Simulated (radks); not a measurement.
Question: All-electron atom: P2+ in [Ne] 3s1 3p2 (not the ground configuration). Calculated with a radial shooting solver on a logarithmic mesh with Libxc functionals: scalar-relativistic Kohn-Sham, PBE, spin-polarised, spherical densities, finite nucleus; open shells are filled with parallel spins first; Fermi nuclear charge, rms radius 3.1889 fm. Some entries of the table are withheld. Estimate them.

orbital,occ.,eigenvalue (eV),<r> (bohr)
1s up,1,(1),0.1036
1s down,1,(2),0.1036
2s up,1,-198.6738,0.5192
2s down,1,-198.0276,0.5186
2p up,3,(3),0.4845
2p down,3,(4),0.4836
3s up,1,-36.0878,1.722
3p up,2,(5),1.925

Answer: 
(1) 1s up eigenvalue (eV): -2109.396
(2) 1s down eigenvalue (eV): -2108.905
(3) 2p up eigenvalue (eV): -149.2686
(4) 2p down eigenvalue (eV): -148.5195
(5) 3p up eigenvalue (eV): -26.2130
